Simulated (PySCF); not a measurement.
## Electron correlation in Cs⁺ (caesium, charge +1)

[Xe], closed-shell 1S. Computed with PySCF 2.14 in def2-TZVPPD with the def2 core potential (46 electrons), with scalar relativity through the core potential. Frozen: nothing; 8 electrons correlated.

| level | correlation energy (mhartree) |
| --- | --- |
| CCSD | -144.02 |
| (T) | -3.67 |
| CCSD(T) | -147.69 |
| CCSDT | -148.03 |

Diagnostics: T1 = 0.0025, D1 = 0.0037, largest double amplitude 0.031.

Cost of the coupled-cluster step: of the order of 0.4 core-seconds, for 8 correlated electrons.

Iterations:

```
CC2 = 0
CCSD nocc = 4, nmo = 39
frozen orbitals []
max_cycle = 100
direct = 0
conv_tol = 1e-08
conv_tol_normt = 1e-06
diis_space = 8
diis_start_cycle = 0
Init t2, MP2 energy = -19.8572238278529  E_corr(MP2) -0.13031304079676
Init E_corr(CCSD) = -0.130313040797027
cycle = 1  E_corr(CCSD) = -0.141260325524474  dE = -0.0109472847  norm(t1,t2) = 0.0208446
cycle = 2  E_corr(CCSD) = -0.143428730330318  dE = -0.00216840481  norm(t1,t2) = 0.0050254
cycle = 3  E_corr(CCSD) = -0.144028537713531  dE = -0.000599807383  norm(t1,t2) = 0.00142333
cycle = 4  E_corr(CCSD) = -0.144020768249649  dE = 7.76946388e-06  norm(t1,t2) = 0.000145993
cycle = 5  E_corr(CCSD) = -0.144016362912854  dE = 4.40533679e-06  norm(t1,t2) = 2.48532e-05
cycle = 6  E_corr(CCSD) = -0.144016560232058  dE = -1.97319204e-07  norm(t1,t2) = 3.55199e-06
cycle = 7  E_corr(CCSD) = -0.144016627212854  dE = -6.69807962e-08  norm(t1,t2) = 7.31672e-07
cycle = 8  E_corr(CCSD) = -0.144016620834176  dE = 6.37867817e-09  norm(t1,t2) = 1.55116e-07
CCSD converged
E(CCSD) = -19.87092740789027  E_corr = -0.144016620834176
CCSD(T) correction = -0.00367279960364507
```

The basis has no tight functions for the innermost shells, so their pair energies are far from complete.

This basis was not built for core-valence correlation, so the inner-shell part is incomplete.
